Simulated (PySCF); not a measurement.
Compound: 2-ethynylpyridine, C7H5N.
Bonds: C1–C2 (triple), C2–C3, C3–C4 (aromatic), C4–C5 (aromatic), C5–C6 (aromatic), C6–C7 (aromatic), C7–N8 (aromatic), C3–N8 (aromatic). Hydrogens: H9 on C1; H10 on C4; H11 on C5; H12 on C6; H13 on C7.

Computed with PySCF 2.14.0, PBE0-D3(BJ)/def2-SVP geometry optimisation, gas phase.

What internal coordinates does the optimisation give?

```json
{"bond": "C1≡C2", "length (bohr)": "2.291"}
{"bond": "C2–C3", "length (bohr)": "2.715"}
{"bond": "C3–C4", "length (bohr)": "2.654"}
{"bond": "C4–C5", "length (bohr)": "2.626"}
{"bond": "C5–C6", "length (bohr)": "2.631"}
{"bond": "C6–C7", "length (bohr)": "2.639"}
{"bond": "C7–N8", "length (bohr)": "2.506"}
{"bond": "C3–N8", "length (bohr)": "2.531"}
{"bond": "C1–H9", "length (bohr)": "2.030"}
{"bond": "C4–H10", "length (bohr)": "2.062"}
{"bond": "C5–H11", "length (bohr)": "2.065"}
{"bond": "C6–H12", "length (bohr)": "2.063"}
{"bond": "C7–H13", "length (bohr)": "2.072"}
```

A selection of angles:
```json
{"angle": "C2–C1–H9", "degrees": "179.2"}
{"angle": "C1–C2–C3", "degrees": "178.7"}
{"angle": "C2–C3–C4", "degrees": "119.6"}
{"angle": "C2–C3–N8", "degrees": "117.6"}
{"angle": "C4–C3–N8", "degrees": "122.8"}
{"angle": "C3–C4–C5", "degrees": "118.5"}
{"angle": "C3–C4–H10", "degrees": "119.9"}
{"angle": "C5–C4–H10", "degrees": "121.6"}
{"angle": "C4–C5–C6", "degrees": "118.8"}
{"angle": "C4–C5–H11", "degrees": "120.4"}
{"angle": "C6–C5–H11", "degrees": "120.8"}
{"angle": "C5–C6–C7", "degrees": "118.2"}
{"angle": "C5–C6–H12", "degrees": "121.4"}
{"angle": "C7–C6–H12", "degrees": "120.4"}
{"angle": "C6–C7–N8", "degrees": "123.7"}
{"angle": "C6–C7–H13", "degrees": "120.1"}
{"angle": "N8–C7–H13", "degrees": "116.2"}
{"angle": "C3–N8–C7", "degrees": "118.0"}
```

The 6 C–C bonds span 1.212 Å (C1≡C2, drawn triple) to 1.436 Å (C2–C3, drawn single), a spread of 0.224 Å. The 6-membered ring C3–C4–C5–C6–C7–N8 has internal angles of 118.0° to 123.7°; it is planar, 0.00 Å rms from its mean plane, widest ring torsion 0°. The 8 heavy atoms lie in one plane (0.000 Å rms). N8 (pyridine-type nitrogen) is bent (angle 118.0°).

Point group: Cs (every atom within 0.08 Å of its image). Not checked by PBE0-D3(BJ)/def2-SVP frequencies.

Time: 11 s of wall time; peak memory 0.59 GiB. Hardware: one thread of an Intel Xeon 6975P-C, shared host with 192 logical CPUs at a one-minute load of 12. That covers the optimisation of the geometry.
